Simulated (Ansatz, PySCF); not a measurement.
Species: BNH2, charge 0, singlet. BNH2 (SMILES B=N).
B3LYP-D3(BJ)/def2-TZVP minimum from Ansatz (a quantum-chemistry and plane-wave program):
```xyz
4

B      0.0000     0.0000    -0.6920
N      0.0000     0.0000     0.5409
H      0.0000     0.0000    -1.8589
H      0.0000     0.0000     1.5327
```
Charge 0, spin multiplicity 1.

Property: enthalpy of formation at 298 K (by atomisation, with ideal-gas terms from PySCF's Hessian at B3LYP-D3(BJ)/def2-TZVP and the atoms' measured values of the G2/97 table; no spin-orbit terms), in kcal/mol. Radicals and triplets start from unrestricted determinants; spin-orbit coupling is neglected. Cores are frozen in correlated methods. Rows without X2C or -DK are non-relativistic. CBS(X,Y): correlation extrapolated as X^-3, Hartree-Fock from the larger set (Q,5: extrapolated as (X+1)exp(-9√X)). A bracket is a step between two methods taken in the basis named. The functionals are non-relativistic, so their misses hold any scalar relativity. 'core' is core correlation in cc-pwCVTZ, 'X2C' scalar relativity in cc-pVTZ-DK, both at CCSD(T). For partners of very few electrons the exact lower level stands in for a higher one.

```json
[
 {"level": "B3LYP/def2-TZVPD", "program": "Ansatz", "enthalpy of formation at 298 K (kcal/mol)": "8.6", "difference against the last row": "-4.2"},
 {"level": "wB97X-V/def2-TZVPD", "program": "Ansatz", "enthalpy of formation at 298 K (kcal/mol)": "12.4", "difference against the last row": "-0.4"},
 {"level": "CCSD/CBS(cc-pVTZ,cc-pVQZ)", "program": "Ansatz", "enthalpy of formation at 298 K (kcal/mol)": "22.0", "difference against the last row": "9.2"},
 {"level": "CCSD(T)/cc-pVDZ", "program": "Ansatz", "enthalpy of formation at 298 K (kcal/mol)": "47.7", "difference against the last row": "34.9"},
 {"level": "CCSDT(Q)/cc-pVTZ", "program": "Ansatz", "enthalpy of formation at 298 K (kcal/mol)": "25.7", "difference against the last row": "12.9"},
 {"level": "CCSDT(Q)/cc-pVQZ", "program": "Ansatz", "enthalpy of formation at 298 K (kcal/mol)": "18.6", "difference against the last row": "5.8"},
 {"level": "CCSD(T)/CBS(cc-pVQZ,cc-pV5Z) + [CCSDT(Q) - CCSD(T)]/cc-pVQZ + [CCSDTQ - CCSDT(Q)]/cc-pVDZ + core + X2C", "program": "Ansatz", "enthalpy of formation at 298 K (kcal/mol)": "12.8", "difference against the last row": "0.0"}
]
```
